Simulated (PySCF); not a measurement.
r2SCANh on O- (oxygen, charge -1), [He] 2s2 2p5, 2P determinant. Computed with PySCF 2.14 in dyall-acv3z (15s9p4d2f, 76 functions), with the spin-free X2C one-electron Hamiltonian (Gaussian nucleus).

```
cycle= 1 E= -75.1651687204241  delta_E= -0.00748  |g|= 0.044  |ddm|= 0.127
cycle= 2 E= -75.1623621676552  delta_E= 0.00281  |g|= 0.0971  |ddm|= 0.071
cycle= 3 E= -75.1662163823941  delta_E= -0.00385  |g|= 0.00804  |ddm|= 0.042
cycle= 4 E= -75.1662653563994  delta_E= -4.9e-05  |g|= 0.00217  |ddm|= 0.00677
cycle= 5 E= -75.1662763079238  delta_E= -1.1e-05  |g|= 0.00082  |ddm|= 0.00504
cycle= 6 E= -75.166277556711  delta_E= -1.25e-06  |g|= 2.77e-05  |ddm|= 0.00214
cycle= 7 E= -75.1662775594781  delta_E= -2.77e-09  |g|= 6.76e-06  |ddm|= 0.000128
cycle= 8 E= -75.1662775595151  delta_E= -3.7e-11  |g|= 6.67e-07  |ddm|= 1.09e-05
converged SCF energy = -75.1662775595151  <S^2> = 0.76225529  2S+1 = 2.012218
```

Highest occupied orbital energy: 1.807 eV; ⟨L²⟩ = 2.03; populations by l: s 4.00, p 5.00, d 0.00, f 0.00.

Question: Can this result be used?

Answer: With care. The run converged. At r2SCANh the highest occupied level has a positive energy, so only the finite basis holds that electron; in a semilocal or global hybrid functional this comes from self-interaction and does not mean that the real anion is unbound.
